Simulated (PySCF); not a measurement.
Compound: Ta(NH)(OH)3 (singlet state).
Geometry (PBE0-D3(BJ)/def2-SVP, Å), atoms numbered from 1 in this order:
```
atom  x, y, z in Å
Ta1   -0.002    0.001   -0.235
N2     0.013    0.005    1.535
H3     0.025    0.009    2.547
O4     1.754    0.398   -0.883
H5     2.595    0.594   -0.465
O6    -1.240    1.323   -0.855
H7    -1.822    1.939   -0.403
O8    -0.537   -1.731   -0.849
H9    -0.786   -2.538   -0.392
```

Method: TDDFT PBE0/def2-SVPD, vertical, gas phase, core orbitals frozen in the response, def2 core potentials past Kr (PySCF 2.14.0, density-fitted response routines). Spin–orbit coupling is left out.

Transition dipole moments from the ground state, in atomic units and in the frame of the coordinates above (overall signs are arbitrary), for the states with f of 0.002 or more among the lowest 9:

```tsv
state	E (eV)	μx	μy	μz
S4	6.370	0.457	0.065	-0.016
S5	6.374	0.066	-0.460	-0.004
S6	6.589	0.011	-0.002	0.504
S8	7.018	0.056	-0.111	0.004
S9	7.022	0.119	0.058	0.000
```

(1) What oscillator strength does each state have?

(2) The point group is C3v. Which irreducible representation does each state belong to?

(3) Which bond between heavy atoms lies closest to the direction of the S6 transition dipole?

(4) How is the summed strength of these states shared among x, y and z?

(5) What peak molar absorption coefficient would the strongest computed level give as a lone Gaussian band 0.4 eV wide at half height?

## Answers

(1) f = (2/3) ΔE |μ|² with ΔE in hartree (27.2114 eV).

```
state  |μ|² (au)  |μ| (D)      f
   S4      0.213     1.17  0.033
   S5      0.216     1.18  0.034
   S6      0.254     1.28  0.041
   S8      0.015     0.32  0.003
   S9      0.018     0.34  0.003
```

(2) Polarised along the main axis, so A1: S6. Polarised across the main axis, so E: S4, S5, S8 and S9.

(3) Ta1–N2, at 1° from it; next Ta1–O6 and Ta1–O8 at 70°.

(4) (2/3) Σ ΔE μα² gives 0.036 for x, 0.036 for y and 0.041 for z, 0.114 in all.

(5) ε(max) = 2.175×10⁸ f / FWHM, with the width in cm⁻¹. S4/S5 (f summed): 2.175×10⁸ × 0.0669 / 3226 ≈ 4500 L mol⁻¹ cm⁻¹.

S4/S5 and S8/S9 coincide within about 0.01 eV; within a degenerate level the directions of the single components are arbitrary.

All these states lie below the vertical ionisation energy of 9.79 eV (ΔSCF).
